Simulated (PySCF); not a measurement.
SMILES O([Si](OC)(C#C[SiH3])OC)C (C5H12O3Si2) (GFN2-xTB optimised geometry):

```
22

Si    -3.303     0.347     0.000
C     -1.454     0.347     0.000
C     -0.244     0.357     0.016
Si     1.610     0.323    -0.039
O      2.261    -1.160    -0.116
C      2.033    -2.189     0.799
O      1.940     1.156     1.330
C      3.191     1.483     1.874
O      2.261     0.936    -1.392
C      2.034     2.222    -1.886
H     -3.768     1.737     0.000
H     -3.768    -0.352     1.201
H     -3.763    -0.347    -1.206
H      1.026    -2.593     0.674
H      2.765    -2.975     0.607
H      2.137    -1.839     1.828
H      3.768     2.103     1.183
H      3.770     0.583     2.096
H      3.014     2.037     2.797
H      2.764     2.411    -2.673
H      1.026     2.298    -2.300
H      2.140     2.975    -1.101
```

Level of theory: PBE0/def2-SVP (PySCF).

What are the frontier orbital energies and the dipole moment?

HOMO-2 -8.20 eV, HOMO-1 -7.96 eV, HOMO -7.89 eV, LUMO -0.33 eV, LUMO+1 -0.10 eV; dipole moment 1.27 D.

On the same geometry PySCF with PBE/def2-SVP gives HOMO-2 -6.69 eV, HOMO-1 -6.55 eV, HOMO -6.30 eV, LUMO -1.19 eV, LUMO+1 -0.99 eV; dipole moment 1.20 D.

Meta-Löwdin charges at PBE0/def2-SVP: Si1 0.50, C2 -0.25, C3 -0.28, Si4 1.39, O5 -0.59, C6 -0.08, O7 -0.60, C8 -0.07, O9 -0.59, C10 -0.08, H11 -0.08, H12 -0.08, H13 -0.08, H14 0.10, H15 0.11, H16 0.09, H17 0.10, H18 0.10, H19 0.11, H20 0.11, H21 0.10, H22 0.09.
